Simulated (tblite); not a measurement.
Record of a relaxation.

Species: C4H12OSeSi2.
Numbering: `[CH2:1]=[CH:2][O:3][C@@H:4]([CH2:5][SiH3:6])[SiH2:7][SeH:8]` (hydrogens: H9, H10 on C1; H11 on C2; H12 on C4; H13, H14 on C5; H15, H16, H17 on Si6; H18, H19 on Si7; H20 on Se8)

Computed with GFN2-xTB (tblite), gas phase: L-BFGS steps from a force-field or distance-geometry start until the largest atomic force falls under 0.01 eV/Å. 9 of its 168 geometries are shown.

Step 0: E = -689.9950 eV, largest atomic force 1.761 eV/Å
```
atom  x, y, z in Å  |  force x, y, z in eV/Å
C1     -1.889    2.429    0.477   -0.403   0.352   0.052
C2     -1.566    1.308   -0.143    1.502  -0.759   0.517
O3     -0.355    0.661    0.196   -1.112   0.870  -0.401
C4      0.038   -0.550   -0.431    0.022  -0.106  -0.096
C5      1.524   -0.807   -0.143    0.008  -0.108  -0.109
Si6     2.592    0.512   -0.948    0.484   0.859   0.060
Si7    -0.985   -1.980    0.252   -0.535  -0.732   0.249
Se8    -0.812   -2.042    2.534   -0.512   1.128  -0.245
H9     -1.245    2.859    1.232   -0.196  -0.051  -0.186
H10    -2.829    2.929    0.232    0.573  -0.204   0.189
H11    -2.223    0.882   -0.886    0.296  -0.338  -0.135
H12    -0.131   -0.506   -1.520    0.155   0.220   0.093
H13     1.826   -1.786   -0.561   -0.353   0.302   0.332
H14     1.725   -0.808    0.940   -0.310  -0.157  -0.353
H15     2.364    0.528   -2.396   -0.021  -0.050  -0.008
H16     2.250    1.831   -0.376    0.077  -0.243  -0.148
H17     4.013    0.224   -0.670   -0.211  -0.006  -0.056
H18    -2.396   -1.796   -0.119    0.039  -0.021   0.087
H19    -0.502   -3.248   -0.306   -0.010   0.078   0.131
H20    -1.400   -0.628    2.633    0.508  -1.035   0.025
```

Step 21: E = -690.2845 eV, largest atomic force 0.098 eV/Å
```
atom  x, y, z in Å  |  force x, y, z in eV/Å
C1     -1.867    2.388    0.473   -0.031   0.018  -0.018
C2     -1.466    1.271   -0.111    0.070  -0.031   0.034
O3     -0.315    0.652    0.247   -0.026   0.011  -0.017
C4      0.018   -0.551   -0.439   -0.002  -0.045   0.021
C5      1.502   -0.793   -0.184   -0.054  -0.017   0.005
Si6     2.591    0.579   -0.944   -0.031  -0.005   0.066
Si7    -1.067   -1.996    0.236    0.013  -0.028  -0.001
Se8    -0.895   -1.995    2.509   -0.021  -0.032  -0.081
H9     -1.286    2.856    1.247   -0.029  -0.028   0.006
H10    -2.785    2.855    0.175   -0.013   0.053   0.001
H11    -2.037    0.798   -0.904    0.024   0.001  -0.004
H12    -0.162   -0.407   -1.516    0.035  -0.060   0.058
H13     1.788   -1.772   -0.577   -0.056   0.074  -0.032
H14     1.648   -0.834    0.898    0.021   0.015  -0.052
H15     2.352    0.573   -2.393    0.023  -0.001   0.031
H16     2.265    1.893   -0.393   -0.006  -0.055  -0.007
H17     3.982    0.230   -0.645   -0.019   0.021  -0.035
H18    -2.478   -1.837   -0.135    0.078   0.017   0.014
H19    -0.534   -3.277   -0.217   -0.020   0.019   0.017
H20    -1.258   -0.621    2.670    0.044   0.073  -0.009
```

Step 42: E = -690.3382 eV, largest atomic force 0.088 eV/Å
```
atom  x, y, z in Å  |  force x, y, z in eV/Å
C1     -1.894    2.355    0.467    0.010   0.007  -0.016
C2     -1.421    1.274   -0.132    0.027   0.026  -0.007
O3     -0.353    0.582    0.338    0.034   0.024  -0.062
C4     -0.002   -0.599   -0.379   -0.030  -0.020  -0.024
C5      1.489   -0.841   -0.208   -0.012  -0.028   0.027
Si6     2.539    0.597   -0.890   -0.023   0.037   0.016
Si7    -1.116   -2.026    0.276   -0.017  -0.047  -0.002
Se8    -1.119   -1.842    2.535    0.030   0.021  -0.056
H9     -1.450    2.746    1.364   -0.022  -0.056  -0.006
H10    -2.736    2.879    0.055    0.021   0.001   0.011
H11    -1.856    0.887   -1.050   -0.018   0.040   0.040
H12    -0.209   -0.445   -1.445   -0.019   0.011  -0.042
H13     1.753   -1.760   -0.732   -0.031  -0.052   0.031
H14     1.700   -0.998    0.850    0.019  -0.008   0.045
H15     2.304    0.657   -2.335   -0.006   0.001  -0.038
H16     2.149    1.856   -0.273   -0.021   0.073   0.045
H17     3.949    0.319   -0.625   -0.002  -0.036   0.009
H18    -2.479   -1.825   -0.228    0.053  -0.041   0.018
H19    -0.573   -3.327   -0.095   -0.017  -0.006  -0.016
H20    -0.681   -0.479    2.504    0.023   0.053   0.026
```

Step 63: E = -690.3581 eV, largest atomic force 0.029 eV/Å
```
atom  x, y, z in Å  |  force x, y, z in eV/Å
C1     -1.884    2.336    0.477   -0.010   0.003   0.006
C2     -1.405    1.300   -0.190   -0.002  -0.019   0.013
O3     -0.350    0.582    0.265    0.011   0.005   0.007
C4     -0.026   -0.623   -0.421    0.003   0.001  -0.006
C5      1.460   -0.865   -0.204   -0.017  -0.021  -0.011
Si6     2.494    0.605   -0.841   -0.015  -0.012   0.005
Si7    -1.123   -2.040    0.280    0.017   0.009   0.002
Se8    -1.057   -1.715    2.520    0.000  -0.003   0.004
H9     -1.461    2.636    1.418    0.001   0.002   0.017
H10    -2.705    2.908    0.093   -0.011   0.012  -0.022
H11    -1.819    0.979   -1.140   -0.002   0.004  -0.015
H12    -0.226   -0.492   -1.493    0.020  -0.006  -0.004
H13     1.746   -1.788   -0.710   -0.005  -0.006  -0.004
H14     1.635   -1.015    0.864    0.006   0.003  -0.025
H15     2.251    0.708   -2.284    0.000   0.016  -0.013
H16     2.104    1.842   -0.175    0.018   0.015   0.016
H17     3.903    0.300   -0.594    0.011   0.002   0.007
H18    -2.493   -1.907   -0.215   -0.011   0.002   0.015
H19    -0.555   -3.340   -0.059   -0.003  -0.018   0.005
H20    -0.496   -0.399    2.407   -0.010   0.010   0.001
```

Step 84: E = -690.3642 eV, largest atomic force 0.058 eV/Å
```
atom  x, y, z in Å  |  force x, y, z in eV/Å
C1     -1.911    2.302    0.463    0.014   0.008  -0.020
C2     -1.384    1.309   -0.233   -0.002  -0.014   0.000
O3     -0.348    0.570    0.233    0.001  -0.001  -0.016
C4     -0.039   -0.646   -0.444    0.001   0.001   0.001
C5      1.452   -0.890   -0.263   -0.005  -0.006   0.010
Si6     2.495    0.617   -0.797   -0.018  -0.016   0.000
Si7    -1.121   -2.041    0.330   -0.003   0.002  -0.051
Se8    -0.977   -1.636    2.550   -0.007  -0.022   0.053
H9     -1.552    2.548    1.446    0.005   0.001   0.005
H10    -2.700    2.903    0.053   -0.007  -0.017   0.007
H11    -1.742    1.046   -1.224    0.010  -0.008  -0.012
H12    -0.268   -0.536   -1.512    0.016   0.017   0.004
H13     1.738   -1.778   -0.827   -0.020  -0.003  -0.004
H14     1.646   -1.103    0.790    0.007  -0.011   0.008
H15     2.237    0.858   -2.220   -0.019   0.008  -0.017
H16     2.155    1.800   -0.016    0.001   0.003   0.018
H17     3.902    0.263   -0.603   -0.012  -0.001   0.000
H18    -2.510   -1.909   -0.116    0.024   0.010  -0.001
H19    -0.588   -3.365    0.025    0.008   0.027   0.003
H20    -0.490   -0.302    2.364    0.006   0.020   0.011
```

Step 104: E = -690.3686 eV, largest atomic force 0.029 eV/Å
```
atom  x, y, z in Å  |  force x, y, z in eV/Å
C1     -1.930    2.267    0.429   -0.001   0.001   0.000
C2     -1.351    1.313   -0.281    0.018   0.007  -0.003
O3     -0.315    0.580    0.193    0.003  -0.001   0.005
C4     -0.035   -0.657   -0.460   -0.022  -0.005   0.008
C5      1.452   -0.928   -0.307   -0.023  -0.001   0.012
Si6     2.474    0.620   -0.748    0.004   0.015   0.007
Si7    -1.119   -2.011    0.372    0.000  -0.011  -0.022
Se8    -0.943   -1.567    2.585    0.008   0.023   0.011
H9     -1.627    2.479    1.438    0.024  -0.001   0.000
H10    -2.712    2.868    0.008   -0.013  -0.005  -0.010
H11    -1.657    1.084   -1.299   -0.013  -0.002  -0.004
H12    -0.283   -0.562   -1.525    0.015  -0.001   0.008
H13     1.719   -1.778   -0.936    0.012   0.011   0.001
H14     1.663   -1.215    0.725    0.003  -0.001   0.020
H15     2.133    0.999   -2.122    0.001   0.012  -0.014
H16     2.193    1.724    0.165    0.015  -0.016   0.008
H17     3.886    0.240   -0.661   -0.007   0.010  -0.019
H18    -2.510   -1.875   -0.058   -0.006  -0.002  -0.003
H19    -0.587   -3.340    0.093   -0.012  -0.005   0.004
H20    -0.456   -0.231    2.385   -0.007  -0.027  -0.007
```

Step 125: E = -690.3793 eV, largest atomic force 0.021 eV/Å
```
atom  x, y, z in Å  |  force x, y, z in eV/Å
C1     -1.909    2.244    0.365    0.010  -0.014  -0.003
C2     -1.334    1.283   -0.338   -0.014  -0.012   0.011
O3     -0.270    0.584    0.128    0.000  -0.009   0.010
C4     -0.014   -0.687   -0.470    0.008  -0.003   0.001
C5      1.471   -0.952   -0.294    0.010   0.002   0.003
Si6     2.436    0.650   -0.680   -0.017   0.006   0.000
Si7    -1.141   -1.990    0.385    0.005   0.010  -0.006
Se8    -0.973   -1.503    2.593    0.009   0.006  -0.013
H9     -1.569    2.486    1.356    0.003   0.017  -0.004
H10    -2.722    2.815   -0.040    0.008   0.003  -0.007
H11    -1.669    1.013   -1.336   -0.003   0.001   0.005
H12    -0.242   -0.627   -1.542   -0.015  -0.002   0.005
H13     1.770   -1.777   -0.938   -0.004  -0.005   0.000
H14     1.674   -1.255    0.735   -0.011  -0.010  -0.005
H15     1.864    1.258   -1.884    0.003  -0.001   0.000
H16     2.374    1.577    0.446   -0.007  -0.005   0.008
H17     3.824    0.266   -0.944    0.009   0.003   0.004
H18    -2.524   -1.815   -0.060    0.004  -0.003   0.007
H19    -0.663   -3.347    0.146    0.006   0.012  -0.006
H20    -0.387   -0.213    2.371   -0.003   0.005  -0.009
```

Step 146: E = -690.3819 eV, largest atomic force 0.035 eV/Å
```
atom  x, y, z in Å  |  force x, y, z in eV/Å
C1     -1.889    2.264    0.354    0.005   0.001  -0.005
C2     -1.344    1.272   -0.328    0.010  -0.012  -0.003
O3     -0.271    0.578    0.126    0.009  -0.014  -0.008
C4     -0.016   -0.692   -0.476   -0.017  -0.022  -0.001
C5      1.469   -0.962   -0.303   -0.018   0.010  -0.010
Si6     2.425    0.652   -0.654   -0.011   0.031  -0.013
Si7    -1.130   -2.000    0.384   -0.011  -0.007   0.014
Se8    -0.924   -1.497    2.584   -0.001   0.011  -0.002
H9     -1.520    2.547    1.323    0.012   0.005   0.000
H10    -2.709    2.825   -0.052    0.001  -0.002   0.001
H11    -1.714    0.971   -1.305   -0.005  -0.002  -0.005
H12    -0.252   -0.630   -1.546    0.007   0.007   0.000
H13     1.768   -1.773   -0.965   -0.005   0.005   0.004
H14     1.669   -1.288    0.719   -0.001  -0.005  -0.005
H15     1.847    1.275   -1.848    0.010   0.008   0.012
H16     2.353    1.548    0.495    0.004  -0.003  -0.009
H17     3.816    0.286   -0.931    0.011   0.001   0.012
H18    -2.520   -1.833   -0.040   -0.007  -0.003  -0.003
H19    -0.647   -3.353    0.132    0.005   0.010   0.007
H20    -0.415   -0.179    2.327    0.001  -0.019   0.012
```

Step 167: E = -690.3863 eV, largest atomic force 0.009 eV/Å
```
atom  x, y, z in Å  |  force x, y, z in eV/Å
C1     -1.813    2.317    0.302    0.004  -0.002  -0.008
C2     -1.366    1.245   -0.331    0.002  -0.002   0.002
O3     -0.275    0.558    0.092   -0.001  -0.007  -0.001
C4     -0.036   -0.720   -0.498    0.001   0.000  -0.002
C5      1.454   -0.976   -0.353    0.000   0.005   0.000
Si6     2.375    0.681   -0.586    0.007  -0.003   0.000
Si7    -1.125   -2.025    0.400    0.004   0.003  -0.002
Se8    -0.920   -1.476    2.588    0.000   0.000  -0.003
H9     -1.336    2.677    1.195    0.001  -0.002   0.003
H10    -2.657    2.862   -0.071   -0.003   0.003  -0.003
H11    -1.836    0.868   -1.235    0.002   0.002   0.003
H12    -0.294   -0.670   -1.564    0.004   0.002   0.000
H13     1.767   -1.732   -1.072   -0.004   0.003   0.000
H14     1.673   -1.370    0.642   -0.005   0.003  -0.001
H15     1.819    1.374   -1.750    0.000  -0.001   0.003
H16     2.278    1.497    0.619   -0.008   0.004   0.003
H17     3.781    0.355   -0.845   -0.001  -0.002  -0.005
H18    -2.520   -1.901   -0.023   -0.005   0.000   0.006
H19    -0.610   -3.370    0.174    0.001  -0.005  -0.001
H20    -0.364   -0.183    2.312    0.001   0.000   0.006
```

Question: Summarise the path.

Answer: The energy falls by 9.02 kcal/mol from step 0 to step 167; nine tenths of that is first reached at step 46. It rises by more than 0.2 meV at step 32. The largest force goes from 1.761 to 0.009 eV/Å. Among the bonds Se8–H20 changes most, from 1.534 to 1.435 Å; the atoms move by 0.562 Å rms after alignment.

Question: Follow the three bonds and two angles with the largest change from start to end.

Answer: 
```tsv
step	E above end (kcal/mol)	largest force (eV/Å)	Se8–H20 (Å)	C2–O3 (Å)	C4–Si7 (Å)	C4–Si7–Se8 (°)	O3–C2–H11 (°)
0	9.02	1.761	1.534	1.414	1.887	109.9	120.4
7	3.23	0.238	1.437	1.359	1.922	107.7	117.2
15	2.53	0.083	1.432	1.354	1.922	108.0	116.0
22	2.30	0.114	1.429	1.356	1.928	107.8	115.9
29	1.83	0.173	1.439	1.354	1.925	107.0	115.8
36	1.37	0.106	1.436	1.355	1.926	107.0	115.3
44	1.04	0.126	1.428	1.356	1.927	105.5	114.8
51	0.74	0.059	1.434	1.355	1.926	104.2	115.9
58	0.68	0.029	1.435	1.355	1.923	104.1	115.6
65	0.64	0.029	1.435	1.355	1.923	103.6	115.8
73	0.59	0.033	1.434	1.355	1.925	103.6	115.8
80	0.54	0.049	1.435	1.355	1.927	103.4	115.6
87	0.48	0.048	1.436	1.355	1.926	103.5	115.6
94	0.44	0.036	1.435	1.355	1.926	103.6	115.6
102	0.42	0.022	1.434	1.355	1.923	103.9	115.5
109	0.35	0.069	1.431	1.355	1.920	104.4	115.5
116	0.22	0.047	1.433	1.355	1.921	104.2	115.7
123	0.17	0.026	1.435	1.356	1.923	104.2	115.5
131	0.15	0.024	1.434	1.356	1.921	103.9	115.5
138	0.13	0.023	1.435	1.356	1.922	103.6	115.3
145	0.11	0.040	1.436	1.356	1.920	103.4	115.3
152	0.08	0.036	1.435	1.356	1.921	103.2	115.6
160	0.03	0.033	1.434	1.356	1.920	103.3	115.2
167	0.00	0.009	1.435	1.356	1.922	103.6	115.6
```

What follows is the cost of the whole relaxation. The run took 1.7 s wall on one thread, Arm Neoverse V1 (aarch64) (shared host).
